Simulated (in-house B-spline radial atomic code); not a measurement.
Values are calculated unless marked as measured or tabulated.
Building a PAW d channel for Pd, r_c = 1.07 bohr

Pd, [Kr] 4d10, non-relativistic PBE, spherical and spin-unpolarised, from a B-spline radial code for spherical atoms (atomic units; all potentials screened as in the neutral atom).

Two all-electron partial waves φ1, φ2 are integrated outwards at E1 = ε(4d) = -0.151059 and E2 = E1 + 1 hartree; φ1 is the bound orbital and φ2 has unit norm inside r_c = 1.0669 bohr. Smooth partners are polynomials, r^3(a0 + a1 r² + a2 r⁴ + a3 r⁶), matched to φ and three derivatives at r_c, with no condition on the norm. The local potential is -30.2516 + (59.8807) r² + (-50.8385) r⁴ + (16.3072) r⁶ inside 0.8735 bohr and the all-electron one outside.

```csv
wave,φ(r_c),φ'(r_c),a0,a1,a2,a3
1,0.8463791,0.05545866,3.429421,-4.540722,2.439448,-0.4913209
2,1.387597,-1.16135,7.34456,-10.45658,5.729176,-1.167987
```

Inside r_c the overlaps are <φi φj> = [[0.28224, 0.52995], [0.52995, 1.00000]] and, for the smooth waves, [[0.26519, 0.49562], [0.49562, 0.93039]]. With χj = (Ej − T − V_local) applied to smooth wave j, the program's quadrature gives the matrix B_ij = <smooth i, χj> as [[0.39507, 0.77112], [0.80546, 1.57971]].

**Question.** Check the match of the first wave, and find the augmentation charges q_ij.

**Answer.** At r_c the four terms are 4.16478, -6.27688, 3.83846, -0.87999, which sum to 0.8464, φ1(r_c) to rounding. q_ij is the all-electron overlap less the smooth one: [[0.01705, 0.03433], [0.03433, 0.06961]]. The smooth first wave has a norm of 0.2652 inside r_c against 0.2822, and q11 > 0 puts back the missing charge.

**Question.** B isn't symmetric. Show that D_ij = B_ij + Ej q_ij is.

**Answer.** Integrating by parts gives B12 − B21 = (E1 − E2) q12: 0.77112 − (0.80546) = -0.03433, and −1 × (0.03433) = -0.03433. So D12 = 0.77112 + (0.848941)(0.03433) = 0.80027 and D21 = 0.80546 + (-0.151059)(0.03433) = 0.80027; D11 = 0.39250, D22 = 1.63881. The projectors, p = (B⁻¹)ᵀ χ, are dual to the smooth waves; det B = 0.003, small beside B11 B22, as the two smooth waves look alike inside r_c.

Solving (T + V_local + Σ p D p) ψ = E (1 + Σ p q p) ψ in a sphere of 9 bohr, whose wall lifts the free-atom level a little, gives these levels:

```tsv
all-electron	one projector	two projectors
-0.151025	-0.151025	-0.151025
0.142368	0.142349	0.142368
0.435593	0.435428	0.435593
0.870479	0.869759	0.870479
1.444780	1.442540	1.444780
```

**Question.** What does the second projector gain?

**Answer.** With one projector the errors are 0.00, -0.02, -0.17, -0.72, -2.24 millihartree. With two the errors are 0.00, 0.00, 0.00, 0.00, 0.00 millihartree. The scattering is exact at E1 and at E2 = 0.849, and over all levels compared the largest error is under 0.01 millihartree. The lowest eigenvalue of the overlap operator is 1 with one and 1 with two projectors. The smooth orbital alone needs a cutoff of 27.7 hartree for 1 millihartree of kinetic energy, against 40.1 for a norm-conserving Troullier-Martins orbital of the same radius; part of the gain comes from giving up the norm, part from the simpler form.
